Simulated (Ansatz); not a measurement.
Spectroscopic constants of MgS, multiplicity 3 (not the ground state: that is measured with 2S+1 = 1).

The constants come from a fifth-degree fit in 1/R (seven points, main isotopes). Runs in def2 and cc sets follow the lowest solution found near the PBE0 minimum.

Codes used: Ansatz (a first-principles code) with Gaussian orbitals. Each number belongs to the level named beside it.

Energies at PBE0/def2-TZVPP:

| R (Å) | E (hartree) |
|---|---|
| 2.176566 | -598.00046135 |
| 2.235076 | -598.00362400 |
| 2.288905 | -598.00513795 |
| 2.349755 | -598.00555660 |
| 2.410606 | -598.00488769 |
| 2.480817 | -598.00307744 |
| 2.562731 | -597.99993913 |

With a reduced mass of 13.7043 u, find the minimum, the force constant and the constants.

A fifth-degree polynomial in 1/R puts the minimum at r_e = 2.3404 Å with force constant 133 N/m. Then ω_e = (1/2πc)√(k/μ) = 405 cm⁻¹ and B_e = h/(8π²cμr_e²) = 0.2246 cm⁻¹; the cubic and quartic terms give α_e = 0.0016 and ω_e x_e = 2.1 cm⁻¹.
